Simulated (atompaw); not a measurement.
**u(r) = r·R(r): atom against pseudo-atom (promethium (Pm))**

Columns: radius, all-electron u(r) and pseudo u(r) of the 5p shell (level -25.35 eV) of promethium in the configuration [Kr] 4d10 4f4 5s2 5p6 5d1 6s2 6p0; PBEsol, scalar-relativistic, PAW (atompaw) scheme, atompaw 4.2.0.5.

```
r (bohr)  all-electron  pseudo
   0.110        0.0588  0.0176
   0.219        0.2747  0.0685
   0.329       -0.1331  0.1494
   0.438       -0.4330  0.2527
   0.548       -0.4348  0.3720
   0.658       -0.2314  0.4974
   0.767        0.0464  0.6189
   0.877        0.3203  0.7301
   0.987        0.5473  0.8231
   1.096        0.7137  0.8924
   1.206        0.8240  0.9367
   1.315        0.8841  0.9547
   1.425        0.9049  0.9488
   1.535        0.8953  0.9222
   1.644        0.8644  0.8800
   1.754        0.8187  0.8266
   1.863        0.7647  0.7676
   1.973        0.7053  0.7059
   2.083        0.6445  0.6445
   2.192        0.5849  0.5849
   2.302        0.5270  0.5270
   2.412        0.4724  0.4724
   2.521        0.4221  0.4221
   2.631        0.3754  0.3754
   2.740        0.3332  0.3332
   2.850        0.2947  0.2947
```

Q: How many radial nodes do the two functions have?

A: The all-electron 5p function has n − l − 1 = 3 (the table is too coarse to show those close to the nucleus); the pseudo-wave has 0, since the states of the same l below it are removed with the core.

Q: At about which radius was the pseudo-wave matched?

A: 2.10 bohr, where the columns begin to agree (steps of 0.11 bohr).

Q: Is the pseudo-wave norm-conserving?

A: No, it belongs to a PAW set: the norm inside the radius is not constrained, and the difference is carried by the augmentation charge.
